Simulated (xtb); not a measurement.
A run for xtb: GFN-FF on BiF2HTe (SMILES [F][Bi]([F])[TeH]), a point of a torsion scan.

```
$ xtb mol.xyz --gfnff --sp --chrg 0 --uhf 0
5

F     -1.27670150     1.67580046     0.26736831
Bi    -0.76001178     0.00635850    -0.85099906
F     -1.72428546    -1.44352158     0.26312654
Te     1.46103562    -0.39848844     0.68057100
H      2.10876819     1.06652511     0.31008924
```

Program output:

```
[...]
           -------------------------------------------------
          |                Calculation Setup                |
           -------------------------------------------------



          ==================== Thresholds ====================
          CN  :   150.00000
          rep :   500.00000
          disp:  2500.00000
          HB1 :   250.00000
          HB2 :   450.00000

          Pauling EN used:
          Z : 1  EN :  2.20
          Z : 9  EN :  3.98
          Z :52  EN :  2.10
          Z :83  EN :  2.02
          electric field strengths (au): 0.000

           -------------------------------------------------
          |           Force Field Initialization            |
           -------------------------------------------------

          distances ...
          ----------------------------------------
          generating topology and atomic info file ...
          pair mat ...
          computing topology distances matrix with Floyd-Warshall algo ...
          making topology EEQ charges ...
          #fragments for EEQ constrain: 1
          ----------------------------------------
          generating topology and atomic info file ...
          pair mat ...
          computing topology distances matrix with Floyd-Warshall algo ...
          making topology EEQ charges ...
          #fragments for EEQ constrain: 1
          rings ...
          # BATM   4
          # H in HB   1

  atom   neighbors  erfCN metchar sp-hybrid imet pi  qest     coordinates
    1  F       1    0.97   0.00         0    0    0  -0.282   -2.412616    3.166804    0.505253
    2  Bi      3    2.77   0.01         3    0    0   0.420   -1.436214    0.012016   -1.608155
    3  F       1    0.97   0.00         0    0    0  -0.282   -3.258427   -2.727860    0.497237
    4  Te      2    1.90   0.01         3    0    0   0.084    2.760957   -0.753034    1.286093
    5  H       1    0.96   0.01         0    0    0   0.059    3.984994    2.015440    0.585984

          #atoms :   5
          #bonds :   4
          #angl  :   4
          #tors  :   2
          #nmol  :   1
          #optfrag :   1
           -------------------------------------------------
          |                   G F N - F F                   |
          |          A general generic force-field          |
          |                  Version 1.0.3                  |
           -------------------------------------------------
          Number of HB bonds (bound hydrogen)     6
          Number of HB bonds (unbound hydrogen)   12
          Number of XB bonds                      0

 E+G (total)                   0 d,  0 h,  0 min,  0.000 sec
 distance/D3 list               ...        0 min,  0.000 sec (  0.942%)
 non bonded repulsion           ...        0 min,  0.000 sec ( 14.612%)
 dCN                            ...        0 min,  0.000 sec (  2.221%)
 EEQ energy and q               ...        0 min,  0.000 sec (  9.774%)
 D3                             ...        0 min,  0.000 sec ( 15.077%)
 EEQ gradient                   ...        0 min,  0.000 sec (  8.818%)
 bonds                          ...        0 min,  0.000 sec (  7.540%)
 bend and torsion               ...        0 min,  0.000 sec (  9.322%)
 bonded ATM                     ...        0 min,  0.000 sec (  3.793%)
 HB/XB (incl list setup)        ...        0 min,  0.000 sec ( 21.955%)

         :::::::::::::::::::::::::::::::::::::::::::::::::::::
         ::                     SUMMARY                     ::
         :::::::::::::::::::::::::::::::::::::::::::::::::::::
         :: total energy              -0.267955360687 Eh    ::
         :: gradient norm              0.047222905791 Eh/a0 ::
Note: The following floating-point exceptions are signalling: IEEE_UNDERFLOW_FLAG IEEE_DENORMAL
normal termination of xtb
         ::.................................................::
         :: bond energy               -0.235705419795 Eh    ::
         :: angle energy               0.000776247454 Eh    ::
         :: torsion energy             0.000996581540 Eh    ::
         :: repulsion energy           0.019619048299 Eh    ::
         :: electrostat energy        -0.051342466167 Eh    ::
         :: dispersion energy         -0.002290084629 Eh    ::
         :: HB energy                  0.000000000000 Eh    ::
         :: XB energy                  0.000000000000 Eh    ::
         :: bonded atm energy         -0.000009267389 Eh    ::
         :: external energy            0.000000000000 Eh    ::
         :: add. restraining           0.000000000000 Eh    ::
         :: total charge              -0.000000000000 e     ::
         :::::::::::::::::::::::::::::::::::::::::::::::::::::

           -------------------------------------------------
          |                Property Printout                |
           -------------------------------------------------

molecular dipole:
                 x           y           z       tot (Debye)
 q only:        1.447      -0.105      -0.836       4.256

           -------------------------------------------------
          | TOTAL ENERGY               -0.267955360687 Eh   |
          | GRADIENT NORM               0.047222905791 Eh/α |
           -------------------------------------------------
########################################################################
[WARNING] Runtime exception occurred
-1- gfnff_setup: Could not read topology file.
########################################################################

------------------------------------------------------------------------
------------------------------------------------------------------------
 total:
 SCF:
```

The run finished.

Cost: about 0.020 core-seconds (a rough figure).
